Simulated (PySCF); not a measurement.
# Running PySCF for SeS

The script input.py:

```python
from pyscf import gto, scf, tdscf

mol = gto.M(
    atom='Se 0 0 0; S 0 0 2.1',
    basis='ano-rcc-vdzp',
    charge=0,
    spin=2,
    verbose=4,
)
mf = scf.UHF(mol)
mf = mf.sfx2c1e()
mf.kernel()
td = tdscf.TDA(mf)
td.nstates = 3
td.kernel()
td.analyze()
mf.dip_moment()
print('orbital energies (hartree):', [e[max(0, n-3):n+3].round(4) for e, n in zip(mf.mo_energy, mol.nelec)])
```

```bash
$ OMP_NUM_THREADS=1 python input.py
```

It prints (some set-up lines and the per-cycle HOMO/LUMO lines with their warnings removed):

```
PySCF version 2.14.0

[INPUT] Symbol           X                Y                Z      unit          X                Y                Z       unit  Magmom
[INPUT]  1 Se     0.000000000000   0.000000000000   0.000000000000 AA    0.000000000000   0.000000000000   0.000000000000 Bohr   0.0
[INPUT]  2 S      0.000000000000   0.000000000000   2.100000000000 AA    0.000000000000   0.000000000000   3.968424861587 Bohr   0.0

nuclear repulsion = 137.082096543086
number of shells = 6
number of NR pGTOs = 204
number of NR cGTOs = 45
basis = ano-rcc-vdzp
ecp = {}

******** <class 'pyscf.x2c.sfx2c1e.sfX2C1eUHF'> ********
method = sfX2C1eUHF
initial guess = minao
damping factor = 0
level_shift factor = 0
DIIS = <class 'pyscf.scf.diis.CDIIS'>
SCF conv_tol = 1e-09
SCF max_cycles = 50
number electrons alpha = 26  beta = 24

******** <class 'pyscf.x2c.sfx2c1e.SpinFreeX2CHelper'> ********
approx = 1e
xuncontract = 1
init E= -2826.68822605312

cycle= 1 E= -2826.70578028835  delta_E= -0.0176  |g|= 0.136  |ddm|= 1.77
cycle= 2 E= -2826.72456616434  delta_E= -0.0188  |g|= 0.0645  |ddm|= 0.234
cycle= 3 E= -2826.72797128464  delta_E= -0.00341  |g|= 0.0281  |ddm|= 0.09
cycle= 4 E= -2826.7290016176  delta_E= -0.00103  |g|= 0.0124  |ddm|= 0.0583
cycle= 5 E= -2826.72916171915  delta_E= -0.00016  |g|= 0.0028  |ddm|= 0.0213
cycle= 6 E= -2826.72917896548  delta_E= -1.72e-05  |g|= 0.00128  |ddm|= 0.00775
cycle= 7 E= -2826.72918352319  delta_E= -4.56e-06  |g|= 0.000682  |ddm|= 0.00439
cycle= 8 E= -2826.72918610016  delta_E= -2.58e-06  |g|= 0.000385  |ddm|= 0.0046
cycle= 9 E= -2826.72918714133  delta_E= -1.04e-06  |g|= 0.000146  |ddm|= 0.00399
cycle= 10 E= -2826.72918727936  delta_E= -1.38e-07  |g|= 6.44e-05  |ddm|= 0.00145
cycle= 11 E= -2826.72918730208  delta_E= -2.27e-08  |g|= 3.47e-05  |ddm|= 0.000504
cycle= 12 E= -2826.72918730862  delta_E= -6.54e-09  |g|= 1.63e-05  |ddm|= 0.000292
cycle= 13 E= -2826.72918731002  delta_E= -1.4e-09  |g|= 4.88e-06  |ddm|= 0.000146
cycle= 14 E= -2826.72918731011  delta_E= -8.37e-11  |g|= 1.57e-06  |ddm|= 4.27e-05
Extra cycle  E= -2826.72918731011  delta_E= -5.91e-12  |g|= 8.18e-07  |ddm|= 2.68e-06
converged SCF energy = -2826.72918731011  <S^2> = 2.0451374  2S+1 = 3.0299422

******** <class 'pyscf.tdscf.uhf.TDA'> for <class 'pyscf.x2c.sfx2c1e.sfX2C1eUHF'> ********
nstates = 3
deg_eia_thresh = 1.000e-03
wfnsym = None
conv_tol = 1e-05
eigh lindep = 1e-12
eigh level_shift = 0
eigh max_cycle = 100

Excitation energies (eV)
[1.90016551 1.90016551 2.10708261]

** Excitation energies and oscillator strengths **
Excited State   1:      1.90017 eV    652.49 nm  f=0.0000
      23b ->   25b      0.70024
      24b ->   26b      0.70024
Excited State   2:      1.90017 eV    652.49 nm  f=0.0000
      23b ->   26b      0.70024
      24b ->   25b     -0.70024
Excited State   3:      2.10708 eV    588.42 nm  f=0.0000
      23b ->   26b     -0.70090
      24b ->   25b     -0.70090

** Transition electric dipole moments (AU) **
state          X           Y           Z        Dip. S.      Osc.
  1         0.0000     -0.0000      0.0000      0.0000      0.0000
  2        -0.0000     -0.0000     -0.0000      0.0000      0.0000
  3        -0.0000      0.0000     -0.0000      0.0000      0.0000

** Transition velocity dipole moments (imaginary part, AU) **
state          X           Y           Z        Dip. S.      Osc.
  1        -0.0000     -0.0000     -0.0000      0.0000      0.0000
  2         0.0000     -0.0000     -0.0000      0.0000      0.0000
  3         0.0000     -0.0000     -0.0000      0.0000      0.0000

** Transition magnetic dipole moments (imaginary part, AU) **
state          X           Y           Z
  1        -0.0000     -0.0000     -0.0000
  2         0.0000      0.0000     -0.0000
  3        -0.0000     -0.0000      0.0000
Dipole moment(X, Y, Z, Debye): -0.00000, -0.00000, -0.82788
orbital energies (hartree): [array([-0.501 , -0.3766, -0.3766,  0.0728,  0.2769,  0.2804]), array([-0.4665, -0.3723, -0.3723, -0.013 , -0.013 ,  0.0958])]
```

In short: E(SCF) = -2826.729187 Eh, 14 cycles, ⟨S²⟩ = 2.045, μz(SCF) = -0.83 D, first excitations without spin–orbit coupling 1.90, 1.90, 2.11 eV.

Hardware: Arm Neoverse V1, 1 thread, shared host. Wall time 4.3 s, peak memory 0.14 GiB.

The bond length is a typed value, not an optimised one. No search for the lowest solution was made.
